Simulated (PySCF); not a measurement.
A side-by-side comparison of computed properties.

First species: (SiH3)(GeH3)PPF2, F2GeH6P2Si.
SMILES with atom numbers: `[F:1][P:2]([F:3])[P:4]([SiH3:5])[GeH3:6]` (hydrogens: H7, H8, H9 on Si5; H10, H11, H12 on Ge6)

Cartesian coordinates in Å at the PBE0-D3(BJ)/def2-SVP level; atoms count from 1:
```xyz
12
F2GeH6P2Si angstrom
F      0.2149    3.0986   -1.2320
P      0.4631    2.0059   -0.0732
F      2.0792    1.9288   -0.1783
P      0.0257    0.1705   -1.2734
Si    -1.9200   -0.2973   -0.2029
Ge     1.3574   -1.2010    0.0645
H     -2.3781   -1.6308   -0.6892
H     -2.9226    0.7476   -0.5666
H     -1.7673   -0.3347    1.2849
H      1.4397   -0.6504    1.5011
H      2.7543   -1.2762   -0.5627
H      0.6914   -2.5875    0.0819
```

Second species: Se(CN)2, C2N2Se.
SMILES: `N#C[Se]C#N`

Levels: B3LYP/def2-SVPD for dipole moment, HOMO energy, LUMO energy, HOMO–LUMO gap, static isotropic polarisability and electronic spatial extent ⟨r²⟩ about the centre of nuclear charge; TDDFT B3LYP/def2-SVPD for lowest singlet excitation; TDA B3LYP/def2-SVPD for lowest triplet excitation (Tamm–Dancoff); PBE0-D3(BJ)/def2-SVP for rotational constant A and rotational constant C. Geometries: PBE0-D3(BJ)/def2-SVP. All species are isolated and taken at one optimised geometry, non-relativistic unless stated. Electronic properties by PySCF.

Dipoles, sizes and rotational constants follow the conformer. The torsions of the flexible species, by atom-mapped SMILES:
- `[F:1][P:2]([F:3])[P:4]([SiH3:5])[GeH3:6]`: F1–P2–P4–Si5 -110°

```json
{"property": "dipole moment", "column X": "3.78 D", "column Y": "2.26 D"}
{"property": "HOMO energy", "column X": "-8.41 eV", "column Y": "-7.08 eV"}
{"property": "LUMO energy", "column X": "-2.54 eV", "column Y": "-1.38 eV"}
{"property": "HOMO–LUMO gap", "column X": "5.87 eV", "column Y": "5.70 eV"}
{"property": "lowest singlet excitation", "column X": "4.55 eV", "column Y": "4.64 eV"}
{"property": "lowest triplet excitation (Tamm–Dancoff)", "column X": "4.14 eV", "column Y": "4.07 eV"}
{"property": "static isotropic polarisability", "column X": "56.3 au", "column Y": "116.9 au"}
{"property": "electronic spatial extent ⟨r²⟩ about the centre of nuclear charge", "column X": "589 bohr²", "column Y": "1689 bohr²"}
{"property": "rotational constant A", "column X": "5.741 GHz", "column Y": "1.433 GHz"}
{"property": "rotational constant C", "column X": "1.809 GHz", "column Y": "0.627 GHz"}
```

Which column belongs to which species?

Column X is the second species and column Y the first. The first has 12 atoms and 100 electrons, the second 5 and 60.

How does each property change from the first species to the second?

dipole moment +1.52 D; HOMO energy -1.33 eV; LUMO energy -1.16 eV; HOMO–LUMO gap +0.17 eV; lowest singlet excitation -0.09 eV; lowest triplet excitation (Tamm–Dancoff) +0.07 eV; static isotropic polarisability -60.6 au; electronic spatial extent ⟨r²⟩ about the centre of nuclear charge -1100 bohr²; rotational constant A +4.308 GHz; rotational constant C +1.182 GHz.

On the first: A dipole of 2.26 D is allowed in C1, and pure rotational transitions are dipole-allowed. In atomic units the dipole is 0.89 e·bohr (1 au = 2.5417 D). Relativistic effects, spin–orbit coupling among them, are left out although an element past zinc is present.

On the second: The 10 singlets span 4.55 to 7.58 eV, and their oscillator strengths add up to 0.11. S1 lies 1.32 eV below the HOMO–LUMO gap; its leading configuration is HOMO→LUMO, weight 0.99. Relativistic effects, spin–orbit coupling among them, are left out although an element past zinc is present.
